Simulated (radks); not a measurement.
Task: Radial electron density D(r) = 4 pi r^2 rho(r) of an atom or ion with 47 electrons. All-electron calculation, non-relativistic Kohn-Sham, PBE, spin-polarised, spherical densities, point nucleus. Program: a radial shooting solver on a logarithmic mesh with Libxc functionals.

| r (bohr) | D(r) (e/bohr) | spin D(r) |
|---|---|---|
| 0.0009887 | 2.113 | -0.00000834 |
| 0.001267 | 3.346 | -0.0000132 |
| 0.001624 | 5.246 | -0.0000207 |
| 0.002097 | 8.230 | -0.0000325 |
| 0.002688 | 12.52 | -0.0000494 |
| 0.003444 | 18.63 | -0.0000736 |
| 0.004413 | 26.99 | -0.000107 |
| 0.005656 | 37.74 | -0.000150 |
| 0.007247 | 50.47 | -0.000202 |
| 0.009287 | 63.84 | -0.000262 |
| 0.012 | 75.68 | -0.000331 |
| 0.01537 | 82.16 | -0.000414 |
| 0.0197 | 81.94 | -0.000552 |
| 0.02525 | 77.15 | -0.000825 |
| 0.03235 | 74.77 | -0.00133 |
| 0.04146 | 82.51 | -0.00205 |
| 0.05312 | 99.62 | -0.00256 |
| 0.06862 | 112.5 | -0.00168 |
| 0.08794 | 106.7 | 0.00327 |
| 0.1127 | 91.77 | 0.0210 |
| 0.1444 | 91.18 | 0.0795 |
| 0.1851 | 99.82 | 0.243 |
| 0.2371 | 84.60 | 0.597 |
| 0.3039 | 50.66 | 1.15 |
| 0.3925 | 39.77 | 1.72 |
| 0.503 | 46.38 | 1.89 |
| 0.6446 | 35.08 | 1.45 |
| 0.826 | 13.76 | 0.741 |
| 1.059 | 2.627 | 0.226 |
| 1.356 | 0.2220 | 0.0360 |
| 1.738 | 0.007258 | 0.00237 |

What is the nuclear charge?

Result: Z = 65. The innermost maximum, from 1s, lies near 1/Z = 0.0154 bohr (found: 0.0172), and its height grows with Z. The density is that of the terbium ion Tb18+ in [Kr] 4d10 4f1; the configuration itself is not fixed sharply by these data, and Z only to a few units. D(r) has 4 maxima, at r = 0.0172, 0.0720, 0.187, 0.507 bohr, and minima at 0.0311, 0.128, 0.374 bohr, inside which lie 1.97, 11.47, 29.23 electrons.
